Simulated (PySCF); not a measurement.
Can point charges reproduce the dipole moment of `FC(F)(F)O[C@@H]1CCSCS1`?

Coordinates (GFN2-xTB, Å) and charges (e) from the PBE0/pcSseg-1 density (PySCF):

| atom | x | y | z | Mulliken | IAO | Hirshfeld | ESP-fitted |
| --- | --- | --- | --- | --- | --- | --- | --- |
| F1 | 2.764 | 0.659 | -1.790 | -0.2405 | -0.2653 | -0.0912 | -0.1457 |
| C2 | 2.357 | 0.268 | -0.591 | +0.9538 | +0.9484 | +0.3111 | +0.4806 |
| F3 | 3.110 | 0.907 | 0.316 | -0.2686 | -0.2895 | -0.0986 | -0.1688 |
| F4 | 2.687 | -1.034 | -0.467 | -0.2799 | -0.3011 | -0.1023 | -0.1606 |
| O5 | 1.065 | 0.489 | -0.470 | -0.4518 | -0.3652 | -0.1257 | -0.1106 |
| C6 | 0.464 | 0.076 | 0.778 | -0.1700 | -0.0178 | +0.0409 | -0.2761 |
| C7 | -0.352 | -1.198 | 0.585 | -0.1254 | -0.2740 | -0.0858 | +0.0473 |
| C8 | -1.391 | -1.078 | -0.521 | -0.3268 | -0.3432 | -0.0750 | -0.2562 |
| S9 | -2.742 | 0.056 | -0.063 | +0.0192 | +0.0893 | -0.0086 | -0.1639 |
| C10 | -1.745 | 1.554 | 0.079 | -0.4134 | -0.4471 | -0.0852 | -0.3184 |
| S11 | -0.514 | 1.470 | 1.414 | +0.1042 | +0.1057 | -0.0019 | -0.1005 |
| H12 | 1.243 | -0.079 | 1.530 | +0.1776 | +0.1676 | +0.0452 | +0.2640 |
| H13 | -0.840 | -1.431 | 1.533 | +0.1520 | +0.1627 | +0.0437 | +0.0901 |
| H14 | 0.335 | -2.012 | 0.337 | +0.1447 | +0.1547 | +0.0422 | +0.0480 |
| H15 | -1.867 | -2.040 | -0.700 | +0.1680 | +0.1672 | +0.0544 | +0.1839 |
| H16 | -0.942 | -0.716 | -1.446 | +0.1656 | +0.1555 | +0.0373 | +0.1463 |
| H17 | -2.414 | 2.374 | 0.325 | +0.1951 | +0.1858 | +0.0590 | +0.2892 |
| H18 | -1.224 | 1.742 | -0.858 | +0.1962 | +0.1663 | +0.0407 | +0.1512 |

**Question.** What dipole does each set of charges give (1 e·Å = 4.803 D), and what does the density give?

**Answer.** The full density gives (-0.75, -1.17, 0.18) D, 1.40 D in size; dipole vectors point from the negative to the positive end.

```json
{"scheme": "Mulliken", "μx": "-2.35", "μy": "-1.23", "μz": "1.41", "size (D)": "3.00", "share of the full size (%)": "214", "angle to the full dipole (°)": "35"}
{"scheme": "IAO", "μx": "-2.58", "μy": "-0.80", "μz": "1.83", "size (D)": "3.26", "share of the full size (%)": "233", "angle to the full dipole (°)": "46"}
{"scheme": "Hirshfeld", "μx": "-0.97", "μy": "-0.23", "μz": "0.53", "size (D)": "1.13", "share of the full size (%)": "81", "angle to the full dipole (°)": "46"}
{"scheme": "ESP-fitted", "μx": "-0.82", "μy": "-1.14", "μz": "0.11", "size (D)": "1.41", "share of the full size (%)": "101", "angle to the full dipole (°)": "4"}
```

**Question.** Which set comes closest?

**Answer.** Length of the difference vector: ESP-fitted 0.11 D, Hirshfeld 1.03 D, Mulliken 2.02 D, IAO 2.50 D. Closest: ESP-fitted. The schemes that divide the density aren't constrained to reproduce the dipole.

**Question.** What is left for the Hirshfeld atoms' own dipoles?

**Answer.** The Hirshfeld atoms' densities add up to the full density, so μ = Σ q r + Σ (atomic dipoles). The atomic dipoles sum to (-0.75, -1.17, 0.18) − (-0.97, -0.23, 0.53) = (0.22, -0.94, -0.35) D, 1.03 D in size.

**Question.** With the origin at the mean of the coordinates, (0.000, 0.000, -0.001) Å, which are the largest single terms, by size, of the Hirshfeld dipole along the direction of the full one?

**Answer.** C2 -2.33, F3 +1.13, F1 +0.99, H15 +0.68, O5 +0.63 D; all 18 atoms together +0.78 D. The single terms depend on the origin, their sum doesn't.

**Question.** Give the size of the full dipole in other units.

**Answer.** 1.40 D = 0.551 au = 0.292 e·Å = 4.67 × 10⁻³⁰ C·m.

Geometry: GFN2-xTB, one conformer, isolated molecule.
